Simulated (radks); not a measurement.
Results of a calculation; reference values are marked as such.
Task: Ionisation of Zr3+, [Kr] 4d1, to Zr4+, [Kr], under several functionals. Scalar-relativistic Kohn-Sham, spin-polarised, spherical densities, finite nucleus; open shells are filled with parallel spins first (spin-orbit coupling, left out, can overturn this in heavy ions); a radial shooting solver on a logarithmic mesh with Libxc functionals. Known Delta-SCF values: HCTH/407 34.734 eV. What does exchange-only PBE give, and what is its highest occupied eigenvalue?

Result: 33.424 eV by Delta-SCF; the 4d eigenvalue is -27.658 eV. NIST: 34.418 eV (measured).
